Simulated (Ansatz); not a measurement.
Mn(OH)3 (H₃MnO₃), SMILES [OH][Mn]([OH])[OH] (connectivity only; charge and spin as stated), neutral, multiplicity 5.

Geometry optimised at PBE0-D3(BJ)/def2-SVP. The spin state was assumed, not searched. One conformer was computed; it need not be the lowest.

Two levels are set side by side: PBE/def2-SVPD (Ansatz, a first-principles code) and PBE0/def2-SVPD (Ansatz). Energy differences of separate SCF runs at the same geometry; the states with an electron removed or added have multiplicity 6 and 6. Differences are taken from unrounded values.

```json
[
 {"quantity": "vertical ionisation energy (eV)", "PBE0": "11.14", "PBE": "10.70", "PBE minus PBE0": "-0.44"},
 {"quantity": "vertical electron affinity (eV)", "PBE0": "1.04", "PBE": "0.59", "PBE minus PBE0": "-0.45"}
]
```
